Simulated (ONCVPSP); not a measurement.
# titanium: one change to an ONCV potential, before and after

- Element: Ti
- Generator: ONCVPSP 4.0.1
- Type: optimised norm-conserving Vanderbilt (ONCV)
- Functional: BLYP
- Relativity: non-relativistic
- Frozen core: [Ne]
- Valence charge: 12
- Reference configuration: 3s2 3p6 3d1 (charge +3)
- Partial waves: 3s: rc 1.15 bohr, ncon 5, nbas 8, qcut 6.9 1/bohr, 2 projectors, debl 0.6 Ha; 3p: rc 1.45 bohr, ncon 5, nbas 9, qcut 9.6 1/bohr, 2 projectors, debl 2.6 Ha; 3d: rc 2.10 bohr, ncon 5, nbas 10, qcut 6.7 1/bohr, 2 projectors, debl 2.5 Ha
- Local potential: polynomial inside 1.10 bohr (lpopt 4, dvloc0 0 Ha)
- Core correction: Teter function, fcfact 5, rcfact 1.65

In the s channel the program set the typed energies aside and used -3.453, 0.250 Ha.

Change: core correction Teter function, fcfact 5.7, rcfact 1.65.

Cutoffs: the cutoffs (Ha) at which the residual kinetic energy of the hardest occupied pseudo-wave falls to 1 and 0.1 mHa per electron; they do not see the model core or the augmentation charge, which bear on the density cutoff. Errors are all-electron minus pseudo energies relative to the spin-unpolarised reference configuration.

How do hardness, ghosts and transferability respond?

The potential gets neither clearly harder nor softer (99 Ha and 123 Ha → 99 Ha and 123 Ha); the errors of the 3 common tests hardly move; neither file shows a bound ghost. A model core, the more so a compact one, raises the density cutoff, which this test does not measure.

| quantity | base | changed |
| --- | --- | --- |
| cutoff, loose | 99 Ha | 99 Ha |
| cutoff, tight | 123 Ha | 123 Ha |
| bound ghosts | none | none |
| GHOST(+) flags under 300 eV | none | none |
| tests with a reliable result | 3 of 4 | 3 of 4 |
| error for 3s2 3p6 3d2 4s2, meV [ΔE -47.94 eV] | +138 | +137 |
| error for 3s2 3p6 3d2 4s1, meV [ΔE -40.72 eV] | +162 | +161 |
| error for 3s2 3p6 3d2, meV [ΔE -27.10 eV] | +187 | +187 |
| s: phases at 1.17 bohr within 0.05 rad from the reference energy up to (Ha; the scan ends near 5) | to the end of the scan | to the end of the scan |
| p: phases at 1.47 bohr within 0.05 rad from the reference energy up to (Ha; the scan ends near 5) | to the end of the scan | to the end of the scan |
| d: phases at 2.13 bohr within 0.05 rad from the reference energy up to (Ha; the scan ends near 5) | 4.1 | 4.1 |
| rms error of d²Exc/dni dnj with the model core, mHa | 2.67 | 2.99 |
